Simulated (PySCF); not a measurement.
Isomers of C7H14S, mass 130.082 u with the commonest isotopes. Computed with PySCF, PBE0-D3(BJ)/def2-SVP geometry optimisation, gas phase. One conformer each, none proved a minimum here; rigid rotors.

Problem. Order these by rotational constant C, largest first.
A. `[CH3:1][C:2](=[S:3])[CH2:4][CH2:5][CH:6]([CH3:7])[CH3:8]` with C1–C2–C4–C5 -70°, C2–C4–C5–C6 -173°, C4–C5–C6–C7 -62°
B. `[CH2:1]=[C:2]([CH3:3])[CH2:4][CH2:5][S:6][CH2:7][CH3:8]` with C1–C2–C4–C5 110°, C2–C4–C5–S6 -176°, C4–C5–S6–C7 -65°, C5–S6–C7–C8 -62°
C. `[CH3:1][S:2][C@@H:3]1[CH2:4][C@H:5]1[CH:6]([CH3:7])[CH3:8]` with C1–S2–C3–C4 144°, C4–C5–C6–C7 153°
D. `[CH3:1]/[CH:2]=[CH:3]\[S:4][C:5]([CH3:6])([CH3:7])[CH3:8]` with C2–C3–S4–C5 -178°

Solution. D (849.0 MHz), C (787.2 MHz), B (690.0 MHz), A (655.4 MHz).

Problem. Order these by out-of-plane moment Σ m c² = (Ia + Ib − Ic)/2, largest first.
A. `[CH3:1][S:2][C@@H:3]1[CH2:4][C@H:5]1[CH:6]([CH3:7])[CH3:8]` with C1–S2–C3–C4 144°, C4–C5–C6–C7 153°
B. `[CH2:1]=[C:2]([CH3:3])[CH2:4][CH2:5][S:6][CH2:7][CH3:8]` with C1–C2–C4–C5 110°, C2–C4–C5–S6 -176°, C4–C5–S6–C7 -65°, C5–S6–C7–C8 -62°
C. `[CH3:1]/[CH:2]=[CH:3]\[S:4][C:5]([CH3:6])([CH3:7])[CH3:8]` with C2–C3–S4–C5 -178°
D. `[CH3:1][C:2](=[S:3])[CH2:4][CH2:5][CH:6]([CH3:7])[CH3:8]` with C1–C2–C4–C5 -70°, C2–C4–C5–C6 -173°, C4–C5–C6–C7 -62°

Solution. D (59.43 u·Å²), C (57.47 u·Å²), B (34.22 u·Å²), A (24.21 u·Å²).

Problem. Order these by rotational constant A, smallest first.
A. `[CH3:1]/[CH:2]=[CH:3]\[S:4][C:5]([CH3:6])([CH3:7])[CH3:8]` with C2–C3–S4–C5 -178°
B. `[CH3:1][C:2](=[S:3])[CH2:4][CH2:5][CH:6]([CH3:7])[CH3:8]` with C1–C2–C4–C5 -70°, C2–C4–C5–C6 -173°, C4–C5–C6–C7 -62°
C. `[CH3:1][S:2][C@@H:3]1[CH2:4][C@H:5]1[CH:6]([CH3:7])[CH3:8]` with C1–S2–C3–C4 144°, C4–C5–C6–C7 153°

Solution. C (2933 MHz), B (3305 MHz), A (3411 MHz).

| SMILES | point group | Ia (u·Å²) | Ib (u·Å²) | Ic (u·Å²) | κ | μa (D) | μb (D) | μc (D) |
| --- | --- | --- | --- | --- | --- | --- | --- | --- |
| CS[C@@H]1C[C@H]1C(C)C | C1 | 172.31 | 518.11 | 642.00 | -0.82 | 1.33 | 0.99 | 0.23 |
| CC(=S)CCC(C)C | C1 | 152.90 | 737.08 | 771.13 | -0.98 | 2.29 | 1.72 | 0.40 |
| C=C(C)CCSCC | C1 | 170.31 | 630.52 | 732.39 | -0.90 | 0.32 | 1.71 | 0.32 |
| C/C=C\SC(C)(C)C | near Cs | 148.16 | 562.04 | 595.26 | -0.96 | 0.99 | 0.93 | 0.04 |
